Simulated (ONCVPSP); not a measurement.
As (Z = 33) ONCV: all-electron and pseudo phase curves

* Element: As (Z = 33)
* Generator: ONCVPSP 4.0.1
* Type: optimised norm-conserving Vanderbilt (ONCV)
* Functional: PBE
* Relativity: scalar-relativistic
* Frozen core: [Ne]
* Valence charge: 23
* Reference configuration: 3s2 3p6 3d10 4s2 4p3
* Partial waves: 3s+4s: rc 1.05 bohr, ncon 4, nbas 7, qcut 12.1 1/bohr, 2 projectors; 3p+4p: rc 0.90 bohr, ncon 5, nbas 8, qcut 14.1 1/bohr, 2 projectors; 3d: rc 0.90 bohr, ncon 4, nbas 9, qcut 14 1/bohr, local
* Local potential: the d channel
* Core correction: none

The phase is arctan(r·R′/R) of the radial function R(r), unwrapped; energies in Ha, scanned from -8 to 5 Ha. A pole is an energy at which the radial function vanishes at the test radius. The pseudo phase is shifted by a multiple of π to meet the all-electron one at the reference energy, and phase errors are pseudo minus all-electron; the curves can meet again beyond the range given. Levels narrower than the energy grid can be missing from the lists of poles.

Q: For each channel, where are the poles, and over which energies does the pseudopotential scatter like the atom?

A:

```
channel  radius (bohr)  reference energy (Ha)  poles, all-electron  poles, pseudo  unbroken range about the reference energy with phases within 0.05 rad  phase error 1 Ha above the reference energy (rad)
      s           1.07                  -0.53                -6.25          -6.25                                                        the whole range                                             +0.001
      p           0.91                  -0.19                -2.80          -2.80                                                        the whole range                                             -0.000
      d           0.91                  -1.49                 0.50           0.77                                                            -2.7 to 1.6                                             +0.010
```

Note: ghosts flagged at negative energy: s at -430.7 eV; no localised positive-energy state flagged. A true bound ghost makes a file unfit for plane-wave use.

Phases in the s channel:

```csv
E (Ha),all-electron,pseudo
-7.96,-0.097,-0.082
-7.60,-0.775,-0.771
-7.24,-1.182,-1.181
-6.88,-1.390,-1.390
-6.52,-1.510,-1.509
-6.16,-1.588,-1.588
-5.80,-1.645,-1.644
-5.44,-1.690,-1.689
-5.08,-1.727,-1.726
-4.72,-1.760,-1.758
-4.36,-1.790,-1.789
-4.00,-1.819,-1.818
-3.64,-1.848,-1.846
-3.28,-1.877,-1.876
-2.92,-1.907,-1.906
-2.56,-1.940,-1.939
-2.20,-1.976,-1.975
-1.84,-2.016,-2.015
-1.48,-2.062,-2.061
-1.12,-2.114,-2.114
-0.76,-2.177,-2.177
-0.40,-2.251,-2.251
-0.04,-2.342,-2.342
0.32,-2.453,-2.452
0.68,-2.590,-2.588
1.04,-2.757,-2.752
1.40,-2.953,-2.945
1.76,-3.169,-3.156
2.12,-3.388,-3.371
2.48,-3.591,-3.571
2.84,-3.766,-3.744
3.20,-3.911,-3.889
3.56,-4.028,-4.006
3.92,-4.123,-4.101
4.28,-4.200,-4.179
4.64,-4.264,-4.243
5.00,-4.317,-4.296
```
